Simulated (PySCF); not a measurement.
Species: H₉NOSi₃.
SMILES: `N[SiH2][SiH2]O[SiH3]`

Torsions of this conformer, `[NH2:1][SiH2:2][SiH2:3][O:4][SiH3:5]`: N1–Si2–Si3–O4 169°, Si2–Si3–O4–Si5 155°, H–N1–Si2–Si3 167°, H–N1–Si2–Si3 -54°.

The closed-shell ground state was solved at several levels (PySCF, density fitting, gas phase, non-relativistic). One conformer (not necessarily the lowest) at the PBE0-D3(BJ)/def2-SVP geometry, without solvent, vibrations or thermal averaging.

```json
{"level": "mPW1PW91/pcSseg-1", "basis functions": "151", "total energy (Eh)": "-1003.9060", "HOMO (eV)": "-7.32", "LUMO (eV)": "-0.46", "gap (eV)": "6.86", "dipole (D)": "1.37"}
{"level": "PBE0/cc-pVDZ", "basis functions": "127", "total energy (Eh)": "-1003.4173", "HOMO (eV)": "-7.08", "LUMO (eV)": "-0.29", "gap (eV)": "6.79", "dipole (D)": "1.50"}
{"level": "PBE0/def2-SVPD", "basis functions": "187", "total energy (Eh)": "-1003.0744", "HOMO (eV)": "-7.34", "LUMO (eV)": "-0.64", "gap (eV)": "6.70", "dipole (D)": "1.34"}
{"level": "HF/def2-SVPD", "basis functions": "187", "total energy (Eh)": "-1001.0913", "HOMO (eV)": "-10.35", "LUMO (eV)": "2.19", "gap (eV)": "12.54", "dipole (D)": "1.31"}
{"level": "KT2/pcSseg-1", "basis functions": "151", "total energy (Eh)": "-1013.4663", "HOMO (eV)": "-6.01", "LUMO (eV)": "-1.54", "gap (eV)": "4.47", "dipole (D)": "1.37"}
{"level": "KT3/pcSseg-1", "basis functions": "151", "total energy (Eh)": "-1012.6465", "HOMO (eV)": "-6.03", "LUMO (eV)": "-1.37", "gap (eV)": "4.66", "dipole (D)": "1.37"}
{"level": "PBE0/6-311+G(2d,p)", "basis functions": "213", "total energy (Eh)": "-1003.5100", "HOMO (eV)": "-7.35", "LUMO (eV)": "-0.82", "gap (eV)": "6.53", "dipole (D)": "1.34"}
{"level": "PBE0/pcSseg-1", "basis functions": "151", "total energy (Eh)": "-1003.3875", "HOMO (eV)": "-7.28", "LUMO (eV)": "-0.50", "gap (eV)": "6.78", "dipole (D)": "1.38"}
{"level": "CAM-B3LYP/def2-SVPD", "basis functions": "187", "total energy (Eh)": "-1003.5574", "HOMO (eV)": "-8.69", "LUMO (eV)": "0.33", "gap (eV)": "9.02", "dipole (D)": "1.31"}
```

Question: What might PBE0/cc-pVTZ (288 basis functions) give for the same quantities?

Answer: Total energy -1003.5271 Eh, HOMO -7.27 eV, LUMO -0.57 eV, gap 6.70 eV, dipole 1.45 D.

Question: Over all these levels, which gives the widest orbital gap and which the narrowest?

Answer: HF/def2-SVPD (Hartree–Fock, all exact exchange) has the widest, 12.54 eV, and KT2/pcSseg-1 (GGA) the narrowest, 4.47 eV. Functional and basis both differ between the two, so the spread mixes both effects.

Question: How much does the basis alone move the frontier levels among the 5 PBE0 rows (the withheld one included)?

Answer: The HOMO by 0.27 eV and the LUMO by 0.53 eV. By rising basis size (HOMO, LUMO in eV): cc-pVDZ -7.08, -0.29; pcSseg-1 -7.28, -0.50; def2-SVPD -7.34, -0.64; 6-311+G(2d,p) -7.35, -0.82; cc-pVTZ -7.27, -0.57.

Question: How far do the dipole and the HOMO energy spread over the levels?

Answer: The dipole runs from 1.31 to 1.50 D (mean 1.37 D) and the HOMO from -10.35 to -6.01 eV.
